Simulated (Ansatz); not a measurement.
C3H9BO2, SMILES C(OC)B(O)C.

Geometry: r2SCAN-D4/def2-SVP. The structure was generated by enumeration, and PubChem lists no compound with its InChIKey, so it may never have been made. Other conformers were not sampled.

Two levels are set side by side: PBE/def2-SVPD (Ansatz, a first-principles code) and PBE0/def2-SVPD (Ansatz). Energy differences of separate SCF runs at the same geometry; the states with an electron removed or added have multiplicity 2 and 2. Differences are taken from unrounded values.

```
quantity                           PBE0   PBE  PBE minus PBE0
---------------------------------  ----  ----  --------------
vertical ionisation energy (eV)    9.53  9.19           -0.35
vertical singlet–triplet gap (eV)  6.55  5.98           -0.57
```
